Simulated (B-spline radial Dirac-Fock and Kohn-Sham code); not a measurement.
# Nd⁴⁺: non-radiative channels of the N1 vacancy

System: Nd⁴⁺, configuration [Xe] 4f2, inside a Watson sphere of charge -4 and radius 2.7 Å (a model of the Madelung potential; inside it an electron's potential energy is raised by 21.3 eV).

The run's input, task.json:

```json
{"items": [{
  "Z": 60,
  "q": 4,
  "cfg": [[1, 0, 2], [2, 0, 2], [2, 1, 6], [3, 0, 2], [3, 1, 6], [3, 2, 10], [4, 0, 2], [4, 1, 6], [4, 2, 10], [4, 3, 2], [5, 0, 2], [5, 1, 6]],
  "A": 142,
  "rrms": 4.9123,
  "watson": [-4, 2.7],
  "do": ["binding", "quiet", "decay"],
  "holes": ["K", "L1", "L2", "L3", "M1", "M2", "M3", "M4", "M5", "N1", "N2", "N3", "N4", "N5"]
}]}
```

Launch: `python xray_run.py task.json out`

Method: one-electron (LDA, Dirac) transition rates at Dirac-Fock energies. Computed with a radial B-spline solver. Kinetic energies are configuration averages from the vacuum level; the two-hole energies are estimated from single-hole states.

```csv
transition,kinetic energy (eV),width (meV),share (%)
N1-N3O1,1.42,864,11.2
N1-N2O2,2.22,601,7.8
N1-N2O3,6.12,1250,16.1
N1-N2N7,7.83,56.7,0.7
N1-N4N5,22.19,239,3.1
N1-N3O2,24.77,966,12.5
N1-N5N5,26.57,131,1.7
N1-N3O3,29.25,1380,17.8
N1-N3N6,30.61,274,3.5
N1-N3N7,31.32,340,4.4
N1-N4O1,115.2,262,3.4
N1-N5O1,119.3,383,4.9
N1-N4O2,138.8,59.7,0.8
N1-N5O2,142.6,156,2.0
N1-N4O3,142.9,169,2.2
N1-N5O3,147.0,172,2.2
```

Coster-Kronig rates are the weakest part of this model and often come out 1.5 to 2.5 times too large. Channels within a few eV of threshold rest on estimated energies and may be closed in reality. The listed channels hold 94 % of the non-radiative rate. Summed by principal shells, of 7.75 eV in all: NNO 82.5 %, NNN 16.2 %, NOO 1.3 %.
